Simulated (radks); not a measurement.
Question: All-electron atom: Rh2+ in [Kr] 4d7. Method: scalar-relativistic Kohn-Sham, LDA (Slater exchange, Perdew-Wang correlation), spin-polarised, spherical densities, finite nucleus; open shells are filled with parallel spins first (spin-orbit coupling, left out, can overturn this in heavy ions); Fermi nuclear charge, rms radius 4.4945 fm; hard spherical wall at 7 bohr; computed with a radial shooting solver on a logarithmic mesh with Libxc functionals. Some entries of the table are withheld. Estimate them.

orbital  occ.  eigenvalue (eV)  <r> (bohr)
1s up       1        -23029.17     0.03266
1s down     1        -23029.16     0.03266
2s up       1        -3357.812      0.1421
2s down     1        -3357.336      0.1421
2p up       3        -3013.618      0.1238
2p down     3        -3013.243      0.1238
3s up       1        -616.9336      0.3914
3s down     1        -616.5974      0.3914
3p up       3        -503.7955      0.3911
3p down     3        -503.4299      0.3910
3d up       5        -322.3042      0.3707
3d down     5        -321.8176      0.3706
4s up       1        -104.3738      0.9774
4s down     1        -102.3744      0.9759
4p up       3         -72.2554       1.074
4p down     3         -70.1905       1.074
4d up       5         -26.8299       1.439
4d down     2         -24.8529       1.458
5s up       0         -20.4013       2.596
5s down     0         -19.4047       2.653
5p up       0         -14.1057         (1)
5p down     0         -13.4097         (2)
4f up       0          -1.8416       3.877
4f down     0          -1.4793       3.975

Answer: 
(1) 5p up <r> (bohr): 3.041
(2) 5p down <r> (bohr): 3.112
